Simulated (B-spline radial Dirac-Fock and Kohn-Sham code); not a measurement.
**How the settings move the core levels of Gd⁵⁺**

ΔSCF core binding energies without Breit or QED terms, calculated with a radial B-spline solver. Keys: rel is the Hamiltonian (dirac, or spin-free x2c and nr, where L3 and M5 stand for the whole 2p and 3d shells), method is hf or an exchange,correlation pair (spin-unpolarised, also for the hole states), nuc the nuclear model, radius_factor scales its radius, rmax is the box in bohr, h the logarithmic mesh step, order the B-spline order, points the quadrature points per cell, c_factor scales the speed of light, and damp, ndamp, maxit and tol steer the iteration. The run stops when the commutator error falls below 10·tol·max(1, Z/10), or the numerical noise floor, and the energy has settled to about 1e-8 Ha; the virial ratio is −V/T.

Base input:

```json
{"items": [{"Z": 64, "q": 5, "cfg": [[1, 0, 2], [2, 0, 2], [2, 1, 6], [3, 0, 2], [3, 1, 6], [3, 2, 10], [4, 0, 2], [4, 1, 6], [4, 2, 10], [4, 3, 6], [5, 0, 2], [5, 1, 5]], "A": 158, "rrms": 5.1569, "do": "settings", "holes": ["K", "L3", "M5"],
  "settings": [{"rel": "dirac", "method": "hf", "nuc": "fermi", "radius_factor": 1.0, "rmax": 45.0, "h": 0.3, "order": 8, "points": 10, "c_factor": 1.0, "maxit": 60, "damp": 0.5, "ndamp": 3, "tol": 1e-08}]}]}
```

The ground state converged in 11 iterations, with total energy -11268.76409 Ha, virial ratio 1.91720 and highest orbital energy -81.89 eV. ΔSCF binding energies: K (1s) 50532.0 eV, L3 (2p3/2) 7339.8 eV, M5 (3d5/2) 1268.8 eV.

Changes from the base run:

| changed setting | Δ total energy (Ha) | Δ K (eV) | Δ L3 (eV) | Δ M5 (eV) | iterations |
| --- | --- | --- | --- | --- | --- |
| method = "b88,lyp"; c_factor = 0.9; tol = 0.0001 | ? | ? | ? | ? | ? |
| damp = 0.0 | 0.00000 | 0.00 | 0.00 | 0.00 | 12 |
| method = "b88,lyp"; order = 7; c_factor = 0.9 | -129.30007 | +863.05 | -29.55 | -15.03 | 10 |
| radius_factor = 1.2 | +0.32657 | -3.69 | +0.02 | +0.01 | 11 |
| rmax = 80.0 | 0.00000 | 0.00 | 0.00 | 0.00 | 11 |
| h = 0.12 | -0.00007 | 0.00 | 0.00 | 0.00 | 10 |
| nuc = "gauss" | -0.00471 | +0.05 | 0.00 | 0.00 | 11 |

**Question.** What does the change method = "b88,lyp"; c_factor = 0.9; tol = 0.0001 do?

**Answer.** The total energy moves by -129.30024 Ha and the binding energies by K +863.05 eV, L3 -29.55 eV, M5 -15.03 eV; the run takes 9 iterations.
